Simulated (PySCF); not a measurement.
Excitations are Tamm–Dancoff values on a coarser integration grid. The basis has no diffuse functions, so Rydberg states are missing or too high.

Cartesian coordinates (Å):
```xyz
5

S      1.4556    -0.9000     0.0630
Al    -0.5250    -0.0601    -0.0211
Cl    -0.8220     1.9956    -0.0416
Cl    -2.1548    -1.3401    -0.0823
H      2.0463     0.3045     0.0821
```
Charge 0, spin multiplicity 1.

Question: Give the HOMO–LUMO gap, S1–T1 gap (TDA), HOMO, total energy, S1 oscillator strength, S1 excitation (TDA), T1 excitation (TDA) and LUMO at the level CAM-B3LYP-D3(BJ)/def2-TZVP run with PySCF.

Answer: 
| Quantity | Result |
|---|---|
| HOMO–LUMO gap | 9.53 eV |
| S1–T1 gap (TDA) | 0.38 eV |
| HOMO | -9.56 eV |
| total energy | -1561.9131 Ha |
| S1 oscillator strength | 0.027 |
| S1 excitation (TDA) | 6.06 eV |
| T1 excitation (TDA) | 5.68 eV |
| LUMO | -0.03 eV |
